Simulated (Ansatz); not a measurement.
Steps of a relaxation of ClFH2O3W, SMILES `[O]=[W]([OH])([OH])([F])[Cl]` with RKS PBE-D4/def2-SVP.

```sh
$ ansatz run in.yaml --threads 4 --pin off --events-out ev --progress --plain --max-ram 11315MiB
```

```yaml
crystal:
  periodic: [false, false, false]
  atoms:
    - {symbol: O, position_ang: [-0.453100, -0.305300, 1.311800]}
    - {symbol: W, position_ang: [-0.485800, 0.094700, -0.852900]}
    - {symbol: O, position_ang: [1.452600, 0.058800, 0.192900]}
    - {symbol: O, position_ang: [-0.901600, -1.698600, 0.099200]}
    - {symbol: F, position_ang: [0.609400, 1.942400, -0.576200]}
    - {symbol: Cl, position_ang: [-1.117000, 2.703500, 0.090400]}
    - {symbol: H, position_ang: [2.361400, -0.447600, 0.095900]}
    - {symbol: H, position_ang: [-1.373800, -2.405000, -0.417000]}
basis:
  gaussian: {orbitals: def2-SVP}
hamiltonian: {xc: pbe, dispersion: d4}
relax: {f_tol: 0.03, max_steps: 200}
```

Positions (Å) and forces (eV/Å) along the path, 17 of 32 steps:

```xyz
8
step=1 energy=-23206.5622 eV
O    -0.453   -0.305    1.312   -0.077    4.682   -2.934
W    -0.486    0.095   -0.853    3.894    0.100   11.852
O     1.453    0.059    0.193    1.416   -1.532   -0.733
O    -0.902   -1.699    0.099   -1.476   -2.040   -4.974
F     0.609    1.942   -0.576    1.317   -1.784   -2.628
Cl   -1.117    2.704    0.090   -2.965    0.360    0.325
H     2.361   -0.448    0.096   -2.074    0.770   -0.745
H    -1.374   -2.405   -0.417   -0.034   -0.555   -0.163
8
step=2 energy=-23210.3061 eV
O    -0.459   -0.227    1.275   -0.663    4.579   -4.153
W    -0.427    0.106   -0.667    3.764    0.466   12.561
O     1.472    0.045    0.193    1.215   -1.390   -0.737
O    -0.918   -1.726    0.040   -1.262   -1.561   -3.536
F     0.623    1.926   -0.618    1.309   -1.792   -2.627
Cl   -1.159    2.702    0.088   -2.987   -0.158    0.293
H     2.348   -0.450    0.075   -1.354    0.413   -0.953
H    -1.387   -2.433   -0.441   -0.021   -0.557   -0.848
8
step=3 energy=-23213.8054 eV
O    -0.480   -0.139    1.268   -1.061    3.470   -2.444
W    -0.370    0.128   -0.483    3.433    1.295    9.932
O     1.502    0.029    0.198    0.728   -1.268   -0.850
O    -0.936   -1.750   -0.012   -0.694   -0.400   -2.677
F     0.642    1.905   -0.671    1.258   -1.879   -2.492
Cl   -1.213    2.686    0.084   -2.890   -0.806    0.295
H     2.345   -0.461    0.041   -0.726    0.063   -0.848
H    -1.398   -2.456   -0.482   -0.049   -0.476   -0.915
8
step=5 energy=-23218.1771 eV
O    -0.556    0.047    1.418   -0.556    1.269    2.621
W    -0.244    0.237   -0.195    0.484    0.662    1.220
O     1.553   -0.049    0.193    0.079   -1.094    0.143
O    -0.955   -1.684   -0.140    0.321    1.947   -1.495
F     0.734    1.805   -0.838    0.058   -0.862   -1.329
Cl   -1.416    2.545    0.100   -1.034   -1.745   -0.167
H     2.360   -0.515   -0.025    0.472   -0.350   -0.456
H    -1.384   -2.443   -0.569    0.176    0.174   -0.537
8
step=6 energy=-23219.7710 eV
O    -0.573    0.150    1.570    0.112    0.765    1.721
W    -0.221    0.287   -0.063   -0.240   -0.637    0.479
O     1.561   -0.131    0.215    0.007   -0.925    0.477
O    -0.943   -1.552   -0.239    0.106    1.586   -1.193
F     0.729    1.737   -0.938    0.123   -0.558   -0.786
Cl   -1.493    2.372    0.077   -0.903   -1.028   -0.245
H     2.379   -0.552   -0.061    0.390   -0.037   -0.395
H    -1.347   -2.368   -0.616    0.405    0.834   -0.058
8
step=10 energy=-23221.9007 eV
O    -0.337    0.363    1.917    0.028    0.082   -0.200
W    -0.133    0.300    0.217   -0.151    0.118   -0.044
O     1.588   -0.498    0.364    1.499   -0.077   -0.881
O    -1.035   -1.127   -0.530   -0.129   -0.441   -0.250
F     0.845    1.497   -0.927   -0.003    0.086    0.284
Cl   -1.865    1.838   -0.194    0.092   -0.072   -0.035
H     2.393   -0.392   -0.246   -1.474   -0.069    0.848
H    -1.363   -2.039   -0.656    0.138    0.372    0.278
8
step=11 energy=-23222.0032 eV
O    -0.343    0.417    1.917    0.076   -0.127   -0.136
W    -0.119    0.305    0.227   -0.005    0.305    0.034
O     1.588   -0.564    0.350    0.787    0.239   -0.941
O    -1.009   -1.122   -0.547   -0.095   -0.419   -0.182
F     0.925    1.574   -0.767   -0.109   -0.038    0.246
Cl   -1.884    1.766   -0.282    0.086    0.053   -0.099
H     2.272   -0.396   -0.366   -0.816   -0.236    0.853
H    -1.338   -2.038   -0.588    0.076    0.223    0.224
8
step=13 energy=-23222.1272 eV
O    -0.404    0.315    1.862    0.019   -0.141   -0.314
W    -0.136    0.305    0.174    0.327    1.034    0.860
O     1.535   -0.614    0.163    0.161   -0.165   -0.108
O    -1.009   -1.138   -0.593   -0.565   -0.942   -0.301
F     0.985    1.737   -0.410   -0.014    0.090   -0.098
Cl   -1.836    1.768   -0.496    0.016   -0.106   -0.056
H     2.223   -0.410   -0.501    0.016   -0.011    0.086
H    -1.266   -2.020   -0.255    0.040    0.241   -0.069
8
step=14 energy=-23222.1480 eV
O    -0.389    0.258    1.863   -0.022    0.084   -0.138
W    -0.117    0.319    0.181    0.115    0.204    0.142
O     1.545   -0.634    0.136   -0.077    0.115   -0.062
O    -1.038   -1.121   -0.597   -0.175   -0.667    0.064
F     0.986    1.785   -0.387   -0.102   -0.240    0.121
Cl   -1.840    1.719   -0.550    0.030    0.055    0.050
H     2.250   -0.396   -0.493    0.083   -0.020   -0.031
H    -1.306   -1.987   -0.209    0.148    0.468   -0.146
8
step=15 energy=-23222.1641 eV
O    -0.403    0.258    1.832   -0.072   -0.092    0.170
W    -0.125    0.300    0.157    0.234    0.184   -0.227
O     1.530   -0.647    0.014   -0.103    0.006   -0.014
O    -1.048   -1.173   -0.596    0.052    0.026    0.093
F     0.997    1.804   -0.234   -0.110   -0.142   -0.022
Cl   -1.813    1.707   -0.623    0.031    0.007   -0.002
H     2.301   -0.350   -0.504    0.033    0.054    0.014
H    -1.347   -1.957   -0.100   -0.065   -0.044   -0.012
8
step=16 energy=-23222.1714 eV
O    -0.416    0.231    1.821    0.010   -0.024    0.124
W    -0.122    0.291    0.148    0.031   -0.019   -0.156
O     1.536   -0.642   -0.018    0.184    0.020   -0.159
O    -1.046   -1.193   -0.585    0.100    0.096    0.066
F     0.996    1.795   -0.231    0.002   -0.009   -0.009
Cl   -1.793    1.715   -0.630   -0.029   -0.021   -0.022
H     2.329   -0.307   -0.488   -0.227   -0.025    0.169
H    -1.391   -1.948   -0.073   -0.071   -0.017   -0.012
8
step=18 energy=-23222.1823 eV
O    -0.408    0.217    1.820    0.028    0.021    0.024
W    -0.116    0.283    0.144   -0.077   -0.117   -0.050
O     1.538   -0.648   -0.051    0.331    0.049   -0.203
O    -1.029   -1.212   -0.577    0.022    0.003    0.115
F     1.004    1.784   -0.231    0.039    0.057    0.006
Cl   -1.788    1.705   -0.637   -0.035   -0.016   -0.018
H     2.341   -0.257   -0.461   -0.285   -0.075    0.194
H    -1.449   -1.929   -0.063   -0.024    0.079   -0.069
8
step=21 energy=-23222.2243 eV
O    -0.332    0.187    1.805   -0.008   -0.001    0.144
W    -0.081    0.239    0.122   -0.422    0.117   -0.117
O     1.537   -0.663   -0.295    0.497    0.057   -0.077
O    -1.001   -1.289   -0.498   -0.052   -0.030    0.117
F     1.018    1.787   -0.088    0.106    0.010    0.031
Cl   -1.744    1.616   -0.756   -0.056    0.023   -0.019
H     2.342   -0.102   -0.342   -0.087   -0.167   -0.011
H    -1.645   -1.832   -0.004    0.023   -0.008   -0.068
8
step=24 energy=-23222.2337 eV
O    -0.335    0.201    1.806    0.011   -0.003   -0.014
W    -0.089    0.248    0.120    0.003   -0.011   -0.052
O     1.539   -0.653   -0.326   -0.071    0.012    0.014
O    -1.017   -1.284   -0.472    0.004    0.000    0.087
F     1.024    1.795   -0.044   -0.008   -0.039    0.015
Cl   -1.742    1.619   -0.783   -0.007    0.022   -0.003
H     2.356   -0.117   -0.352    0.036    0.011   -0.002
H    -1.645   -1.866   -0.005    0.032    0.008   -0.045
8
step=25 energy=-23222.2344 eV
O    -0.336    0.209    1.801    0.007   -0.014    0.051
W    -0.090    0.253    0.116    0.019   -0.004    0.034
O     1.533   -0.647   -0.340    0.028   -0.021   -0.013
O    -1.015   -1.284   -0.457   -0.035   -0.039    0.014
F     1.021    1.801   -0.022    0.036    0.012   -0.014
Cl   -1.737    1.618   -0.790   -0.067    0.063   -0.052
H     2.361   -0.130   -0.357    0.004    0.017    0.005
H    -1.644   -1.877   -0.007    0.008   -0.013   -0.023
8
step=31 energy=-23222.2367 eV
O    -0.324    0.225    1.807    0.006    0.002    0.003
W    -0.103    0.266    0.117   -0.004    0.009    0.003
O     1.507   -0.652   -0.362    0.005   -0.008   -0.001
O    -1.046   -1.262   -0.432   -0.029   -0.055    0.011
F     1.044    1.790   -0.009   -0.007    0.012    0.005
Cl   -1.723    1.654   -0.813    0.003    0.009   -0.002
H     2.330   -0.124   -0.344   -0.005   -0.007   -0.001
H    -1.593   -1.954   -0.019    0.031    0.037   -0.017
8
step=32 energy=-23222.2368 eV
O    -0.325    0.225    1.807    0.003    0.002    0.002
W    -0.105    0.267    0.117    0.007    0.005    0.000
O     1.505   -0.653   -0.363   -0.003    0.001    0.000
O    -1.046   -1.263   -0.433   -0.023   -0.028    0.006
F     1.042    1.791   -0.009    0.002    0.000    0.006
Cl   -1.721    1.659   -0.813   -0.005   -0.002   -0.003
H     2.329   -0.127   -0.344   -0.002   -0.002    0.000
H    -1.588   -1.957   -0.017    0.020    0.024   -0.010
```

It took 32 s on 4 threads of an Intel Xeon 6975P-C on a shared host, with 0.27 GiB of host memory at the peak.
